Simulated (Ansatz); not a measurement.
A nudged elastic band was laid between two geometries of ClGaH2O + ClH (7 atoms, charge 0, multiplicity 1).

Computed with RKS PBE0/def2-SVPD in Ansatz 0.2.0.

```
movable images  : 5
climbing image  : yes
spring          : 5.0 eV/Å²
optimiser       : quadratic models (default)
start path      : through a guess of the saddle point
force threshold : 0.03 eV/Å
iteration limit : 60
end points      : relaxed
```

Image 0:

```xyz
7
Properties=species:S:1:pos:R:3
Ga -0.187 0.131 0.198
H -0.500 1.091 1.369
Cl 1.884 -0.222 -0.419
O -1.301 -0.491 -1.052
H -2.235 -0.319 -0.908
Cl 0.149 -2.223 1.719
H 1.274 -2.125 1.070
```

Image 6:

```xyz
7
Properties=species:S:1:pos:R:3
Ga 0.161 -0.979 -0.271
H 0.076 0.609 1.674
Cl 2.058 -0.193 -0.839
O -1.298 -0.141 -0.834
H -2.127 -0.571 -0.600
Cl 0.035 -2.851 0.770
H 0.177 -0.033 2.077
```

(1) Which bonds break or form, and what moves?

(2) What energy profile does the band end with?

(3) What is the geometry of the highest image?

(4) What are the harmonic wavenumbers there?

The band took 14 iterations and of the order of 10 core-minutes.

## Answers

(1) Bonds broken: Ga1–H2, Cl6–H7. Bonds formed: Ga1–Cl6, H2–H7. ClGaH2O + ClH becomes Cl2GaHO + H2.

(2) It converged. The highest image is number 4 of 0 to 6, 0.70 eV above the first end and 1.28 eV above the last; the last end lies 0.58 eV below the first. A vibrational analysis at the climbing image gives one clearly imaginary mode, 907i cm⁻¹: a first-order saddle point. The orbitals stay closed-shell, which can raise the energy where a bond breaks towards radicals; this wasn't checked here.

| image | path coordinate (Å) | energy (eV) | Ga1–H2 (Å) | Cl6–H7 (Å) | Ga1–Cl6 (Å) |
| --- | --- | --- | --- | --- | --- |
| 0 | 0.00 | 0.00 | 1.55 | 1.30 | 2.82 |
| 1 | 0.89 | 0.05 | 1.55 | 1.29 | 2.84 |
| 2 | 1.78 | 0.08 | 1.55 | 1.29 | 2.85 |
| 3 | 2.67 | 0.19 | 1.56 | 1.30 | 2.83 |
| 4 | 3.56 | 0.70 | 1.69 | 1.54 | 2.48 |
| 5 | 4.31 | -0.36 | 2.13 | 2.26 | 2.19 |
| 6 | 5.06 | -0.58 | 2.51 | 3.11 | 2.14 |

(3) 
```xyz
7
Properties=species:S:1:pos:R:3:forces:R:3
Ga 0.157 -0.331 -0.067 -0.03 -0.02 0.00
H 0.054 0.200 1.536 0.00 0.02 0.01
Cl 2.080 -0.002 -0.928 0.02 0.01 -0.01
O -1.318 -0.251 -1.054 0.00 0.00 0.00
H -2.127 -0.528 -0.614 0.00 0.00 0.00
Cl 0.152 -2.364 1.348 -0.01 -0.01 -0.02
H 0.085 -0.883 1.756 0.00 0.00 0.02
```

(4) 907i, 85, 143, 168, 230, 355, 403, 431, 710, 817, 1004, 1069, 1415, 1740, 3922 cm⁻¹.

Time of the run: 2.7 min on 4 threads of Arm Neoverse V2, on a shared host, peak memory 0.42 GiB.
